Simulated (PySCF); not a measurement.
Below is a simulated gas-phase C 1s photoelectron spectrum of `CC(C)CB(Cl)Cl` (BCl2(iBu)).

Every computed line was given a Gaussian of 0.5 eV full width at half maximum and an area set by the number of equivalent atoms; the highest printed point is 100. Method used: PySCF 2.14.0, delta-SCF UKS SCAN, pcX-2 on the ionised atom, pcseg-1 elsewhere, spin-free X2C.

binding energy (eV), intensity and a bar:
```
    289.7          0 
    289.8          0 
    289.9          2 #
    290.0          6 ##
    290.1         14 ####
    290.2         30 #########
    290.3         53 ################
    290.4         77 #######################
    290.5         95 ############################
    290.6        100 ##############################
    290.7         92 ############################
    290.8         77 #######################
    290.9         59 ##################
    291.0         42 #############
    291.1         27 ########
    291.2         15 ####
    291.3          7 ##
    291.4          3 #
    291.5          1 
    291.6          0
```

**Question.** How many maxima does the curve show, and how many computed lines lie under it?

**Answer.** The curve has 1 maximum (at 290.6 eV). Under it lie 3 lines from 3 inequivalent carbon sites. At this width some lines have no maximum of their own.

**Question.** Decompose the envelope and assign each component. Bonds: B1–Cl2, B1–Cl3, B1–C4, C4–C5, C5–C6, C5–C7. Hydrogens: H8, H9 on C4; H10 on C5; H11, H12, H13 on C6; H14, H15, H16 on C7.

**Answer.** 
| position (eV) | relative area | line | atoms | environment |
| --- | --- | --- | --- | --- |
| 290.43 | 1 | C 1s | C4 | carbon bonded to B, C and 2 H |
| 290.60 | 2 | C 1s | C6/C7 | carbon bonded to C and 3 H |
| 290.92 | 1 | C 1s | C5 | carbon bonded to 3 C and H |

The listed C 1s values span 0.49 eV, from C4 (bonded to C, 2 H and B) to C5 (bonded to 3 C and H). The widest gap between neighbouring values is 0.32 eV, between 290.60 and 290.92 eV.

Shake-up satellites, vibrational structure and lifetime widths aren't simulated. Topologically equivalent atoms share the value of their first member; where this conformer doesn't relate them by symmetry, their own values could differ. Isolated species at its PBE0-D3(BJ)/def2-SVP geometry (one conformer only).
